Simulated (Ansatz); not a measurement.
`F[SiH]([SiH3])P` → `F[SiH2]P` + `[SiH2]` at 700 K and 1 bar (silylene loss).

Computed with Ansatz on PBE0-D4/def2-TZVP structures; ΔE is electronic, products minus reactants. CCSD(T)/CBS is the MP2 limit (def2-TZVPP, def2-QZVPP) plus CCSD(T) − MP2 in def2-TZVPP, frozen cores. This one scheme is used for every species. One conformer a species, not always the lowest.

```
          species  CCSD(T)/CBS energy (Eh)  H − E (kJ/mol)  S (J/(mol·K))
`F[SiH]([SiH3])P`              -1022.55000           226.2          489.5
       `F[SiH2]P`               -732.27050           154.8          385.4
         `[SiH2]`               -290.19011            56.3          240.4
```

H − E and S are ideal-gas, rigid-rotor, harmonic terms from PBE0-D4/def2-TZVP, for one conformer and one mirror image of each species. 1 Eh = 2625.50 kJ/mol, R = 8.31446 J/(mol·K).

Task: By hand: ΔE, ΔH, ΔS and ΔG.

Result: ΔE = (-732.27050) + (-290.19011) − (-1022.55000) = 0.08939 Eh = 234.7 kJ/mol. Δ(H − E) = 154.8 + 56.3 − 226.2 = -15.1, so ΔH = 219.6 kJ/mol. ΔS = 385.4 + 240.4 − 489.5 = 136.3 J/(mol·K). ΔG = 219.6 − 700 × (136.3)/1000 = 124.2 kJ/mol.

Task: By hand: the equilibrium constant, and the temperature at which ΔG would vanish if ΔH and ΔS stayed fixed.

Result: log₁₀ K = −ΔG/(RT ln 10) = -9.3. ΔG = 0 at ΔH/ΔS = 1611 K.

The number of gas molecules changes by +1, which sets the sign of ΔS. A doubt of 5 kJ/mol in ΔE shifts log₁₀ K by 0.4 here. Other conformers and mirror images would add mixing entropy, several J/(mol·K) or more a flexible species. These are equilibria of isolated gas molecules and say nothing of rates. Largest T1 diagnostic: 0.014 (customary marks: 0.02 for closed shells, 0.045 for open ones).
